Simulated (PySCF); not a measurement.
H₂O₃S, SMILES O=[SH](=O)O.

Geometry: PBE-D3(BJ)/def2-SVP. The values are those of a single conformer.

Two levels are set side by side: PBE/def2-TZVPD (PySCF) and B3LYP/def2-TZVPD (PySCF). Same geometry, gas phase. Differences are taken from unrounded values.

| quantity | B3LYP |
|---|---|
| orbital gap (eV) | 8.66 |
| highest occupied level (eV) | -9.44 |
| lowest empty level (eV) | -0.78 |
| dipole moment (D) | 2.87 |
| mean polarisability (bohr³) | 35.2 |

What does PBE give, and how far is it from B3LYP? (Estimate from the structure and the level; the computed values follow.)


| quantity | PBE | PBE minus B3LYP |
|---|---|---|
| orbital gap (eV) | 6.81 | -1.84 |
| highest occupied level (eV) | -8.07 | 1.37 |
| lowest empty level (eV) | -1.26 | -0.47 |
| dipole moment (D) | 2.71 | -0.16 |
| mean polarisability (bohr³) | 36.7 | 1.5 |

PBE's occupied levels lie high since its potential decays too fast outside the molecule; exact exchange lowers them and widens the gap. PBE's more diffuse valence density responds more strongly to a field. Differences between two approximate levels are no errors against the true value.

Rough cost on one machine, each run with all the roots and properties that it gave: B3LYP against PBE within a factor of 2.
